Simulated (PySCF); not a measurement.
# Correlation energy of Ba (barium, neutral)

[Xe] 6s1 6p1, high-spin 3P determinant (an excited configuration). All numbers are calculated (PySCF 2.14, scalar relativity by spin-free X2C-1e, in aug-cc-pVDZ-X2C). Frozen: [Xe]; 2 electrons correlated.

With two correlated electrons CCSD is exact within the correlated space (frozen core and kept virtual orbitals).

```tsv
level	correlation energy (mhartree)
CCSD	-3.23
```

Diagnostics: T1 = 0.018, D1 = 0.0354, largest double amplitude 0.096.

Is a single reference adequate?

Mostly. T1 lies below 0.03, but a double amplitude of this size points to a near-degeneracy that CCSD handles and MP2 describes poorly.
